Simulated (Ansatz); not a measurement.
Ligand exchange: GaH2Br + C3H6S → GaH2(SH) + C3H5Br

Gas-phase species: GaH2Br `[GaH2][Br]`, singlet; C3H6S (allyl mercaptan) `C=CCS`, singlet; GaH2(SH), singlet; C3H5Br (allyl bromide) `C=CCBr`, singlet. The partners trade Br for SH: Ga–Br and C–SH bonds give way to Ga–SH and C–Br.

Shapes, held fixed at every level: PBE0-D4/def2-TZVP. Flexible molecules stand in one conformer, not always the lowest. Programs: Ansatz 0.2.0. The zero-point and thermal change to 298 K, harmonic and unscaled (PBE0-D4/def2-TZVP), is -0.5 kJ/mol.

```csv
level,kind,ΔH(298 K) (kJ/mol),less CCSD(T)/def2-TZVPP
B3LYP-D4/def2-TZVPP,global hybrid,+32.8,+0.6
PBE0-D4/def2-TZVPP,global hybrid,+34.4,+2.2
wB97M-V/def2-TZVPP,range-separated hybrid,+36.5,+4.3
wB97X-V/def2-TZVPP,range-separated hybrid,+37.1,+4.9
B2PLYP/def2-TZVPP,double hybrid,+33.2,+1.0
MP2/def2-SVP,perturbation theory,+40.7,+8.5
CCSD(T)/def2-SVP,coupled cluster or CI,+39.1,+6.9
CCSD(T)/def2-TZVPP,coupled cluster or CI,+32.2,0.0
```

The highest level, CCSD(T)/def2-TZVPP, gives ΔH(298 K) = +32.2 kJ/mol; the levels span +32.2 to +40.7. The column of differences is taken from that level and isn't an error. No measured value is set beside it here. Relativity is left out for Br, Ga. Outer-core shells of Br, Ga are correlated, in sets that cover them unevenly.
